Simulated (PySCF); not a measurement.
Species: C4H4F3O2 (doublet state).
Cartesian coordinates in Å at the GFN2-xTB level; atoms count from 1:
```xyz
13
C4H4F3O2 angstrom
C     -1.3798    1.0267    0.4490
C     -0.3607    0.1189   -0.2316
C     -0.9851   -1.1874   -0.6116
O     -1.8916   -1.4288   -1.3333
O      0.7275   -0.0603    0.7028
C      1.8469   -0.5588    0.2164
F      1.7265   -1.7887   -0.3103
F      2.7547   -0.6309    1.1787
F      2.3780    0.1919   -0.7722
H     -0.9112    1.9768    0.6902
H     -1.7269    0.5627    1.3676
H     -2.2211    1.1920   -0.2177
H      0.0384    0.5862   -1.1459
```

The hyperfine couplings belong to this conformer and change with its torsions.

Identity: `C[C@H]([C]=O)OC(F)(F)F` [radical].

Computed with PySCF, UKS B3LYP, pcH-1 on C F H O, non-relativistic, mean-field spin-orbit, GIAO. The structure is a single GFN2-xTB conformer in the gas phase; no vibrational or solvent corrections. A GFN2-xTB geometry isn't a minimum of the functional, and hyperfine couplings can be far from their values at a DFT geometry. Stability of the SCF solution: not tested.

Task: The isotropic 17O couplings are -40.9, -9.1 MHz. Assign them to O4; O5.

Result: 
```json
{"site": "O4", "a_iso (MHz)": "-40.9", "ρ(0) (bohr⁻³)": "+0.0674", "position": "1 bond from C3", "distance from C3 (Å)": "1.18", "spin population": "+0.25", "largest |T| (MHz)": "110.5"}
{"site": "O5", "a_iso (MHz)": "-9.1", "ρ(0) (bohr⁻³)": "+0.0150", "position": "2 bonds from C3", "distance from C3 (Å)": "2.44", "spin population": "0.00", "largest |T| (MHz)": "0.9"}
```

Task: The isotropic 1H couplings, averaged over equivalent nuclei, are +11.6, +4.5 MHz. Assign them to H10/H11/H12; H13.

Result: 
| site | a_iso (MHz) | ρ(0) (bohr⁻³) | position | distance from C3 (Å) | bound to | spin population there | largest \|T\| (MHz) |
| --- | --- | --- | --- | --- | --- | --- | --- |
| H10/H11/H12 | +4.5 | +0.0010 | 3 bonds from C3 | 2.96 | C1 | +0.01 | 4.7 |
| H13 | +11.6 | +0.0026 | 2 bonds from C3 | 2.12 | C2 | +0.06 | 12.3 |

ρ(0) is the spin density at the nucleus and T the dipolar tensor; entries for several nuclei are means. Largest spin populations (Mulliken): C3 (+0.64), O4 (+0.25) and C2 (+0.06).

Means are taken over nuclei equivalent by connectivity, which assumes that they swap fast. The three 19F nuclei of mean +26.6 MHz run from 3.4 to 72.8 MHz in the frozen geometry. The three 1H nuclei of mean +4.5 MHz run from -0.4 to 13.4 MHz in the frozen geometry.

Time: 55 s wall (with the writing of density and orbital grids); peak memory 0.97 GiB. Hardware: one thread, Arm Neoverse V2 (aarch64), on a shared host.
